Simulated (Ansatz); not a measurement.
Isomers of Na5 (doublet), relaxed with PBE/def2-SVP; total energies from Ansatz at PBE0/def2-TZVP.

| isomer | description | energy (Eh) |
| --- | --- | --- |
| A | point group C2v; 7 × Na–Na 3.43 to 3.59 Å | -810.96810 |
| B | point group not assigned; 7 × Na–Na 3.26 to 3.70 Å | -810.96229 |
| C | point group not assigned; 8 × Na–Na 3.24 to 3.82 Å | -810.96234 |

The isomers come from a short search, and lower ones may exist.

**Question.** Work out the relative energies (1 Eh = 2625.5 kJ/mol) and the Boltzmann populations at 800 K from electronic energies alone (R = 8.314 J/mol/K).

**Answer.** ΔE: A 0.0, B 15.3, C 15.1 kJ/mol. RT = 6.65 kJ/mol. Factors exp(−ΔE/RT): A 1, B 0.1, C 0.103; sum 1.203. Populations: A 83.1 %, B 8.3 %, C 8.6 %. Zero-point energy, vibrational entropy and symmetry numbers are left out and can shift these; an error of 4 kJ/mol changes a ratio by a factor of 1.8. Over the other density-functional and correlated levels in def2 sets, the gap between A and C ranges from 16 to 17 kJ/mol.
